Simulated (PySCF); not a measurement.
# The second ionisation energy along group 14

All values are computed (PySCF 2.14, energy differences of UHF-based or UKS calculations, no spin-orbit coupling). Values in eV. The last column holds reference values (NIST; (s) semi-empirical, (t) theoretical, else measured). Unmarked ones compare directly (S terms, centres of terms, or small fine structure); those marked * lie between the lowest fine-structure levels and include a spin-orbit shift.

```
                            element                               configurations     UHF  CCSD (valence)  CCSD(T) (valence)     LDA     PBE    PBE0  reference
  C (aug-cc-pVTZ-DK, spin-free X2C)                      [He] 2s2 2p1 → [He] 2s2  24.146          24.195             24.226  24.747  24.828  24.811     24.378
 Si (aug-cc-pVTZ-DK, spin-free X2C)                      [Ne] 3s2 3p1 → [Ne] 3s2  15.813             n/a                n/a  16.340  16.382  16.407     16.322
 Ge (aug-cc-pVTZ-DK, spin-free X2C)            [Ar] 3d10 4s2 4p1 → [Ar] 3d10 4s2  15.248          15.559             15.580  15.893  15.761  15.795     15.789
Sn (aug-cc-pVTZ-DK3, spin-free X2C)            [Kr] 4d10 5s2 5p1 → [Kr] 4d10 5s2  13.742          14.010             14.028  14.400  14.211  14.252     14.282
Pb (aug-cc-pVTZ-DK3, spin-free X2C)  [Xe] 4f14 5d10 6s2 6p1 → [Xe] 4f14 5d10 6s2  13.224          13.459             13.471  13.940  13.723  13.753     13.869
```

```json
{"method": "UHF", "elements": "5", "mean error (eV)": "-0.493", "mean absolute error (eV)": "0.493", "largest error (eV)": "-0.645"}
{"method": "CCSD (valence)", "elements": "4", "mean error (eV)": "-0.273", "mean absolute error (eV)": "0.273", "largest error (eV)": "-0.409"}
{"method": "CCSD(T) (valence)", "elements": "4", "mean error (eV)": "-0.253", "mean absolute error (eV)": "0.253", "largest error (eV)": "-0.398"}
{"method": "LDA", "elements": "5", "mean error (eV)": "0.136", "mean absolute error (eV)": "0.136", "largest error (eV)": "0.369"}
{"method": "PBE", "elements": "5", "mean error (eV)": "0.053", "mean absolute error (eV)": "0.151", "largest error (eV)": "0.450"}
{"method": "PBE0", "elements": "5", "mean error (eV)": "0.076", "mean absolute error (eV)": "0.134", "largest error (eV)": "0.433"}
```

Errors include the incompleteness of the basis and the frozen core.

"Valence" correlates the outer s and p shells and, in groups 3 to 12 and the f block, the outer d or f shell, open or full, or the next shell where the ion has no valence electron left; the wider scheme adds the next inner shell.
